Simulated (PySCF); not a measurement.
CH4Cl2OSi2, SMILES [SiH2]1[Si](Cl)(Cl)CO1. Geometry: PBE-D3(BJ)/def2-SVP. The structure was generated by enumeration, and PubChem lists no compound with its InChIKey, so it may never have been made.

Computed equilibrium geometry at PBE-D3(BJ)/def2-SVP (PySCF confirms it by a frequency run) as bond lengths and angles, and its point group:
point group Cs.
Atoms: Cl1 Si2 Cl3 C4 O5 Si6 H7 H8 H9 H10. Bonds (Å): Cl1–Si2 2.082, Si2–Cl3 2.082, Si2–C4 1.934, Si2–Si6 2.344, C4–O5 1.446, C4–H7 1.112, C4–H8 1.112, O5–Si6 1.717, Si6–H9 1.504, Si6–H10 1.504. Bond angles (°): Cl1–Si2–Cl3 108.5, Cl1–Si2–C4 114.7, Cl1–Si2–Si6 120.5, Cl3–Si2–C4 114.7, Cl3–Si2–Si6 120.5, C4–Si2–Si6 73.9, Si2–C4–O5 98.9, Si2–C4–H7 113.8, Si2–C4–H8 113.8, O5–C4–H7 110.8, O5–C4–H8 110.8, H7–C4–H8 108.4, C4–O5–Si6 109.7, Si2–Si6–O5 77.5, Si2–Si6–H9 120.5, Si2–Si6–H10 120.5, O5–Si6–H9 112.6, O5–Si6–H10 112.6, H9–Si6–H10 109.0.
Charge 0, spin multiplicity 1.
